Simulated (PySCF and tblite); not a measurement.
Values are calculated unless marked as measured or tabulated.
Stationary points of CrN(NH2)3 at B3LYP-D3(BJ)/def2-SVP, in Å:

Structure A

```
 1 Cr    0.022    0.005    0.327
 2 N     0.080   -0.067    1.826
 3 N     1.727   -0.085   -0.216
 4 H     2.562   -0.059    0.363
 5 H     1.951    0.047   -1.203
 6 N    -0.918    1.488   -0.029
 7 H    -1.047    1.784   -0.997
 8 H    -1.224    2.200    0.628
 9 N    -0.900   -1.440   -0.436
10 H    -0.421   -2.326   -0.244
11 H    -1.831   -1.546   -0.021
```

Structure B

```
 1 Cr    0.002    0.005    0.356
 2 N     0.009    0.020    1.849
 3 N     1.741   -0.035   -0.138
 4 H     2.542   -0.047    0.484
 5 H     2.026   -0.054   -1.116
 6 N    -0.843    1.524   -0.143
 7 H    -0.984    1.768   -1.122
 8 H    -1.224    2.232    0.477
 9 N    -0.901   -1.491   -0.111
10 H    -1.053   -1.748   -1.085
11 H    -1.308   -2.171    0.523
```

Geometries: B3LYP-D3(BJ)/def2-SVP; energies: B3LYP/pcSseg-1 (pcSseg-2 on Cr) + D3(BJ); zero-point and thermal terms from GFN2-xTB harmonic modes (soft modes blended into free rotors).

Q: Which structure is a saddle point, and along which motion?

A: A: one imaginary mode (353i cm⁻¹ at GFN2-xTB, mostly on H10, H11), along the rotation about the Cr1–N9 bond (torsion N2–Cr1–N9–H from -180° to 0°, rising).

Q: Give their symmetry and energies above the lowest.

A: A Cs, 5.5 kcal/mol; B C3v, 0.0 kcal/mol.
